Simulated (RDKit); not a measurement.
RDKit input (UFF):

```python
from rdkit import Chem
from rdkit.Chem import AllChem, rdDetermineBonds

mol = Chem.MolFromXYZFile('mol.xyz')
rdDetermineBonds.DetermineBonds(mol, charge=-1)
print('SMILES', Chem.MolToSmiles(Chem.RemoveHs(mol)))
ff = AllChem.UFFGetMoleculeForceField(mol)
e0 = ff.CalcEnergy()
flag = ff.Minimize(maxIts=5000, forceTol=1e-5)
print(f'energy {e0:.4f} -> {ff.CalcEnergy():.4f} kcal/mol, converged: {flag == 0}')
print(Chem.MolToXYZBlock(mol))
```
mol.xyz:
```
8

C     -1.94939300    -0.08238600     0.12950400
N     -0.71889500    -0.65939600    -0.31604900
B      0.46306100    -0.05992500    -0.07674000
F      0.69170100     1.14659400     0.60030400
F      1.68931500    -0.57175200    -0.48420800
H     -2.50978400    -0.75849000     0.80451200
H     -2.64718800     0.11600200    -0.70746400
H     -1.85884900     0.87862600     0.67710300
```

Output:

```
SMILES CN=[B-](F)F
energy 13.5806 -> 1.4341 kcal/mol, converged: True
8

C     -1.966927    0.096260    0.008905
N     -0.739322   -0.428037   -0.539472
B      0.482570   -0.195971    0.038604
F      0.591477    0.598157    1.243128
F      1.674479   -0.749484   -0.560106
H     -2.129076   -0.295033    1.036769
H     -2.815621   -0.224025   -0.629785
H     -1.937611    1.207407    0.028918
```

The dipole moment of an ion depends on the origin.

The geometry given is a B3LYP-D3(BJ)/def2-TZVP minimum.
